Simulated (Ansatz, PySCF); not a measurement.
Gas-phase reaction (SMILES): [CH3][Ge]([CH3])([CH3])[CH3] [tetramethylgermane] + 4 [H][H] (H2) → 4 C (CH4) + [GeH4] (GeH4); energy of full hydrogenation.

Geometries: B3LYP-D3(BJ)/def2-TZVP minima from Ansatz (a quantum-chemistry and plane-wave program). Cores are frozen in the correlated levels unless marked. No spin-orbit coupling. Frozen are the shells of the preceding noble gas and the d and f shells that filled before the atom's block. Non-relativistic. CBS(X,Y): correlation extrapolated as X^-3; Hartree-Fock from the larger set. Thermal terms are rigid-rotor harmonic-oscillator values from B3LYP-D3(BJ) frequencies (Ansatz or PySCF) at 298.15 K and 1 atm. 1 Eh = 627.5095 kcal/mol.

```json
[
 {"species": "[CH3][Ge]([CH3])([CH3])[CH3]", "E, CCSD(T)/CBS(cc-pVTZ,cc-pVQZ) (Ansatz) (Eh)": "-2234.98361", "E, B3LYP-D3(BJ)/def2-TZVPD (Ansatz + dftd3) (Eh)": "-2236.82234", "H - E (Eh)": "0.15652"},
 {"species": "[H][H] (H2)", "E, CCSD(T)/CBS(cc-pVTZ,cc-pVQZ) (Ansatz) (Eh)": "-1.17450", "E, B3LYP-D3(BJ)/def2-TZVPD (Ansatz + dftd3) (Eh)": "-1.17983", "H - E (Eh)": "0.01336"},
 {"species": "C (CH4)", "E, CCSD(T)/CBS(cc-pVTZ,cc-pVQZ) (Ansatz) (Eh)": "-40.45816", "E, B3LYP-D3(BJ)/def2-TZVPD (Ansatz + dftd3) (Eh)": "-40.53958", "H - E (Eh)": "0.04840"},
 {"species": "[GeH4] (GeH4)", "E, CCSD(T)/CBS(cc-pVTZ,cc-pVQZ) (Ansatz) (Eh)": "-2077.90558", "E, B3LYP-D3(BJ)/def2-TZVPD (Ansatz + dftd3) (Eh)": "-2079.44528", "H - E (Eh)": "0.03354"}
]
```

Question: Work out ΔE and ΔH at 298.15 K at the first level, then ΔH at the second.

Answer: 
1. ΔE = [4×(-40.45816) + (-2077.90558)] - [(-2234.98361) + 4×(-1.17450)] = -0.05661 Eh = -35.5 kcal/mol at CCSD(T)/CBS(cc-pVTZ,cc-pVQZ).
2. The terms H - E add up to 0.01718 Eh, so ΔH = (-0.05661 + (0.01718))×627.5095 = -24.7 kcal/mol.
3. At B3LYP-D3(BJ)/def2-TZVPD the same steps give ΔE = -38.9 and ΔH = -28.1 kcal/mol, a shift of -3.4 from the first level.
4. These values are not checked against measurement here, since the tables used lack a sound gas-phase enthalpy of formation for at least one species.
